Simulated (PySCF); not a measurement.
Method: r2SCAN-D4/def2-TZVP (PySCF). All species are isolated molecules in the gas phase. One relaxed conformer stands for a flexible species; it need not be the lowest. Excitations are Tamm–Dancoff values on a coarser integration grid. The basis has no diffuse functions, so Rydberg states are missing or too high.

Reference species (SMILES): `BBOB` (neutral, multiplicity 1).

```yaml
T1 excitation (TDA): 3.54 eV
HOMO–LUMO gap: 4.32 eV
```

Changed species: `BB(B)O`.

Question: Give the shifts of the T1 excitation (TDA) and HOMO–LUMO gap.

Answer: the T1 excitation (TDA) decreases by 1.35 eV, to 2.19 eV; the HOMO–LUMO gap drops by 1.42 eV, to 2.90 eV.
